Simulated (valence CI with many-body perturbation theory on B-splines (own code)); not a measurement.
**E1 line list for Tm²⁰⁺**

Computed by valence CI with perturbative core correlation (CI+MBPT): three valence electrons over a frozen Dirac-Fock core [Kr] 4d10, a basis of 7 s, 7 p, 7 d, 7 f, 4 g, 2 h functions for each j, with the one-electron correlation potential Σ1, the two-electron term Σ2, the three-electron term Σ3, Breit, model QED; selected CI, second order for the rest, scaled by the run's own slope (own B-spline code, finite nucleus).

No measured spectrum was set against this ion. As an estimate, terms of the open shell hold to a few per cent of their energy, and close levels can change places. The list stops below the first excitations out of the core.

Lines 151 to 200 of 545 in falling wavelength, among levels below 1115600 cm⁻¹, chosen from the strongest by gf and those to the six lowest levels. Wavelengths and rates use the calculated energies, so an error of 2000 cm⁻¹ moves a line at 30.91 nm by 0.62 % and its rate by three times that or more. Electric multipoles are in the length gauge, E1 and E2 with the static RPA response of the core. Weak lines are less certain than strong ones. Lines between different terms over intervals too small for the method are left out, as are lines whose strength nearly cancels. Where a level lies close to another of its J and parity, the split of strength between their lines is uncertain. The highest levels of a list are the least certain.

Levels are named by their leading jj configuration (3d3/2^4 stands for four electrons in 3d with j = 3/2), which in mixed levels can hold well under half, so a name can repeat and another be missing. Letters in brackets count levels of one name in rising energy.

```csv
λ vac (nm),Upper,Lower,A (s⁻¹),S (a.u.) with core polarisation,S without
30.91,(4f5/2^2 5p1/2) J=1/2,(4f5/2^2 5s) J=3/2,4.47e+08,1.30e-02,1.70e-02
30.91,(4f5/2 4f7/2 5p3/2) J=3/2 [b],(4f7/2^2 5s) J=1/2,1.65e+08,9.60e-03,1.25e-02
30.71,(4f5/2 4f7/2 5p1/2) J=11/2 [b],(4f5/2 4f7/2 5s) J=9/2 [a],1.35e+07,2.31e-03,3.00e-03
30.58,(4f5/2 4f7/2 5p1/2) J=1/2,(4f5/2^2 5s) J=3/2,1.87e+08,5.27e-03,6.87e-03
30.41,(4f7/2^2 5p1/2) J=9/2,(4f5/2^2 5s) J=7/2,1.56e+07,2.16e-03,2.80e-03
30.39,(4f5/2 4f7/2 5p1/2) J=3/2 [b],(4f5/2^2 5s) J=5/2,1.82e+08,1.01e-02,1.31e-02
30.28,(4f7/2^2 5p1/2) J=1/2,(4f7/2^2 5s) J=3/2,4.72e+08,1.29e-02,1.68e-02
30.27,(4f5/2 4f7/2 5p1/2) J=11/2 [b],(4f5/2 4f7/2 5s) J=11/2 [a],2.97e+07,4.87e-03,6.31e-03
30.21,(4f5/2 4f7/2 5p1/2) J=13/2,(4f5/2 4f7/2 5s) J=11/2 [a],3.93e+07,7.49e-03,9.69e-03
30.18,(4f7/2^2 5p1/2) J=5/2,(4f5/2 4f7/2 5s) J=7/2 [a],9.64e+07,7.85e-03,1.02e-02
30.02,(4f7/2^2 5p3/2) J=3/2 [a],(4f7/2^2 5s) J=1/2,2.51e+08,1.34e-02,1.74e-02
29.62,(4f7/2^2 5p3/2) J=1/2,(4f7/2^2 5s) J=1/2,8.84e+08,2.27e-02,2.92e-02
29.10,(4f5/2^2 5p3/2) J=1/2,(4f7/2^2 5s) J=3/2,1.00e+08,2.44e-03,3.15e-03
28.82,(4f5/2^2 5p3/2) J=5/2 [b],(4f7/2^2 5s) J=3/2,2.16e+08,1.53e-02,1.98e-02
28.76,(4f5/2^2 5p3/2) J=11/2,(4f5/2 4f7/2 5s) J=11/2 [b],1.50e+07,2.11e-03,2.73e-03
28.72,(4f7/2^2 5p1/2) J=1/2,(4f5/2 4f7/2 5s) J=3/2 [b],2.20e+08,5.14e-03,6.66e-03
28.53,(4f5/2^2 5p3/2) J=3/2,(4f5/2 4f7/2 5s) J=1/2,7.95e+08,3.64e-02,4.70e-02
28.34,(4f5/2^2 5p3/2) J=1/2,(4f5/2 4f7/2 5s) J=1/2,1.39e+08,3.13e-03,4.03e-03
28.24,(4f5/2 4f7/2 5p3/2) J=9/2 [a],(4f5/2 4f7/2 5s) J=11/2 [b],4.92e+07,5.48e-03,7.06e-03
28.21,(4f5/2 4f7/2 5p3/2) J=3/2 [a],(4f7/2^2 5s) J=3/2,1.73e+08,7.65e-03,9.89e-03
28.01,(4f7/2^2 5p1/2) J=1/2,(4f5/2 4f7/2 5s) J=3/2 [a],2.32e+09,5.04e-02,6.54e-02
28.01,(4f5/2^2 5p3/2) J=9/2,(4f7/2^2 5s) J=7/2,2.71e+07,2.94e-03,3.79e-03
27.91,(4f5/2 4f7/2 5p3/2) J=7/2 [b],(4f7/2^2 5s) J=5/2,9.47e+07,8.13e-03,1.05e-02
27.88,(4f5/2 4f7/2 5p3/2) J=11/2 [a],(4f5/2 4f7/2 5s) J=11/2 [b],9.93e+07,1.27e-02,1.65e-02
27.86,(4f5/2 4f7/2 5p3/2) J=13/2 [a],(4f5/2 4f7/2 5s) J=11/2 [b],1.44e+07,2.15e-03,2.75e-03
27.85,(4f5/2 4f7/2 5p3/2) J=11/2 [a],(4f5/2 4f7/2 5s) J=13/2,1.06e+08,1.36e-02,1.75e-02
27.82,(4f5/2^2 5p3/2) J=3/2,(4f5/2 4f7/2 5s) J=3/2 [b],8.43e+07,3.58e-03,4.65e-03
27.81,(4f5/2 4f7/2 5p3/2) J=1/2 [b],(4f7/2^2 5s) J=1/2,2.46e+08,5.22e-03,6.71e-03
27.70,(4f7/2^2 5p3/2) J=3/2 [b],(4f7/2^2 5s) J=1/2,9.79e+07,4.11e-03,5.32e-03
27.65,(4f5/2^2 5p3/2) J=1/2,(4f5/2 4f7/2 5s) J=3/2 [b],1.18e+08,2.46e-03,3.15e-03
27.62,(4f5/2 4f7/2 5p3/2) J=5/2 [b],(4f7/2^2 5s) J=3/2,2.42e+08,1.51e-02,1.95e-02
27.57,(4f5/2^2 5p3/2) J=9/2,(4f7/2^2 5s) J=9/2,4.63e+07,4.79e-03,6.17e-03
27.57,(4f5/2 4f7/2 5p3/2) J=3/2 [a],(4f7/2^2 5s) J=5/2,1.41e+08,5.82e-03,7.48e-03
27.53,(4f5/2 4f7/2 5p3/2) J=7/2 [c],(4f7/2^2 5s) J=5/2,3.02e+07,2.49e-03,3.20e-03
27.50,(4f5/2 4f7/2 5p3/2) J=3/2 [a],(4f5/2 4f7/2 5s) J=1/2,1.43e+08,5.87e-03,7.62e-03
27.40,(4f5/2^2 5p3/2) J=5/2 [b],(4f5/2 4f7/2 5s) J=3/2 [b],5.53e+08,3.37e-02,4.36e-02
27.38,(4f5/2^2 5p3/2) J=3/2,(4f5/2^2 5s) J=1/2,4.62e+08,1.87e-02,2.42e-02
27.35,(4f5/2 4f7/2 5p3/2) J=5/2 [a],(4f7/2^2 5s) J=5/2,5.70e+07,3.45e-03,4.45e-03
27.21,(4f5/2^2 5p3/2) J=1/2,(4f5/2^2 5s) J=1/2,2.52e+08,5.02e-03,6.42e-03
27.01,(4f5/2 4f7/2 5p3/2) J=5/2 [b],(4f7/2^2 5s) J=5/2,2.24e+08,1.31e-02,1.68e-02
26.98,(4f5/2^2 5p3/2) J=11/2,(4f7/2^2 5s) J=9/2,5.94e+07,6.90e-03,8.92e-03
26.92,(4f5/2 4f7/2 5p3/2) J=9/2 [a],(4f7/2^2 5s) J=7/2,4.74e+08,4.56e-02,5.87e-02
26.87,(4f5/2 4f7/2 5p3/2) J=7/2 [d],(4f7/2^2 5s) J=5/2,4.78e+08,3.66e-02,4.73e-02
26.85,(4f5/2 4f7/2 5p3/2) J=3/2 [a],(4f5/2 4f7/2 5s) J=3/2 [b],1.17e+09,4.48e-02,5.76e-02
26.73,(4f5/2^2 5p3/2) J=7/2,(4f5/2 4f7/2 5s) J=5/2 [a],1.25e+09,9.45e-02,1.22e-01
26.73,(4f7/2^2 5p3/2) J=13/2,(4f5/2 4f7/2 5s) J=11/2 [b],1.24e+08,1.63e-02,2.09e-02
26.71,(4f7/2^2 5p3/2) J=5/2 [a],(4f7/2^2 5s) J=3/2,2.25e+08,1.27e-02,1.65e-02
26.71,(4f5/2^2 5p3/2) J=7/2,(4f5/2 4f7/2 5s) J=7/2 [b],2.70e+08,2.03e-02,2.61e-02
26.68,(4f5/2^2 5p3/2) J=9/2,(4f5/2 4f7/2 5s) J=7/2 [b],1.05e+08,9.85e-03,1.27e-02
26.66,(4f5/2^2 5p3/2) J=5/2 [b],(4f5/2 4f7/2 5s) J=5/2 [b],1.32e+08,7.42e-03,9.59e-03
```
